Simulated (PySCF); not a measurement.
# Magnetic susceptibility: `[H]/P=C(/F)C(F)(F)F`, C$_{2}$HF$_{4}$P

Molfile (atoms numbered from 1):
```
C2HF4P
     RDKit          3D

  8  7  0  0  0  0  0  0  0  0999 V2000
   -0.1839    1.9659   -0.1253 F   0  0  0  0  0  0  0  0  0  0  0  0
    0.3255    0.7181   -0.1136 C   0  0  0  0  0  0  0  0  0  0  0  0
    1.9689    0.4962   -0.3579 P   0  0  0  0  0  0  0  0  0  0  0  0
   -0.7456   -0.3053    0.1405 C   0  0  0  0  0  0  0  0  0  0  0  0
   -1.3038   -0.1764    1.3515 F   0  0  0  0  0  0  0  0  0  0  0  0
   -0.2444   -1.5500    0.0792 F   0  0  0  0  0  0  0  0  0  0  0  0
   -1.7387   -0.2435   -0.7536 F   0  0  0  0  0  0  0  0  0  0  0  0
    1.9311   -0.8956   -0.2453 H   0  0  0  0  0  0  0  0  0  0  0  0
  8  3  1  0
  3  2  2  0
  2  1  1  0
  2  4  1  0
  4  5  1  0
  4  6  1  0
  4  7  1  0
M  END
```

Method used: GIAO B3LYP/pcSseg-1 magnetisability, rotational g tensor and spin-rotation constants, non-relativistic, gas phase in PySCF. Geometry: GFN2-xTB.

Task: How diamagnetic is it, and how anisotropic?

Result: Isotropic -897 × 10⁻³⁰ J/T², or -54.0 × 10⁻⁶ cm³/mol; principal values -1002, -874, -814 × 10⁻³⁰ J/T², anisotropy 166 × 10⁻³⁰ J/T² (root of half the summed squared differences of the principal values). The susceptibility is in cgs units.

Task: Split it along the inertial axes a, b, c into diamagnetic and paramagnetic parts about the centre of mass, with the quadrupole moment.

Result: 
```csv
axis,χ (10⁻⁶ cm³/mol),diamagnetic (10⁻⁶ cm³/mol),paramagnetic (10⁻⁶ cm³/mol),summed x² of all electrons (Å²),quadrupole Θ (D Å)
a,-51.8,-402.0,350.2,130.9,-1.24
b,-49.8,-683.5,633.7,64.5,+0.79
c,-60.4,-829.0,768.6,30.2,+0.45
```
Anisotropies 2χaa − χbb − χcc = +6.5 and 2χbb − χaa − χcc = +12.5 × 10⁻⁶ cm³/mol. Θ is traceless in Buckingham's convention.

Task: And the rotational g tensor?

Result: 
| axis | rotational constant (GHz) | g | nuclear part | electronic part |
| --- | --- | --- | --- | --- |
| a | 3.2251 | -0.0423 | 0.4883 | -0.5306 |
| b | 1.7188 | -0.0251 | 0.4865 | -0.5117 |
| c | 1.3927 | -0.0133 | 0.4896 | -0.5029 |

Asymmetric top; isotopes 12C, 19F, 1H, 31P; no vibrational averaging.
